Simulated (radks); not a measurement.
The numbers below are computed, except where a source is named.
The nuclear charge of the indium ion In2+ is varied continuously with 47 electrons held in [Kr] 4d10 5s1. Code: a radial shooting solver on a logarithmic mesh with Libxc functionals. Model: Dirac Kohn-Sham, PBE, spin-unpolarised, spherical densities, point nucleus. By the Hellmann-Feynman theorem dE/dZ = E(electron-nucleus)/Z, the electronic potential at the nucleus.

Z     E (hartree)  E(electron-nucleus)/Z (hartree)   HOMO  e(HOMO) (eV)  <r> HOMO (bohr)
48    -5595.69438                         -282.535  5s1/2       -13.057            2.651
48.2  -5652.36454                         -284.167  5s1/2       -15.035            2.578
48.4  -5709.36112                         -285.799  5s1/2       -17.087            2.512
48.6  -5766.68419                         -287.432  5s1/2       -19.211            2.451
48.8  -5824.33381                         -289.065  5s1/2       -21.405            2.394
49    -5882.31012                         -290.698  5s1/2       -23.668            2.342
49.2  -5940.61322                         -292.333  5s1/2       -25.997            2.292
49.4  -5999.24328                         -293.968  5s1/2       -28.391            2.246
49.6  -6058.20046                         -295.604  5s1/2       -30.849            2.202
49.8  -6117.48495                         -297.241  5s1/2       -33.370            2.161
50    -6177.09694                         -298.879  5s1/2       -35.953            2.121

The central difference of E at Z = 49 is -290.699 hartree, to compare with the third column; the second derivative is -8.17 hartree.
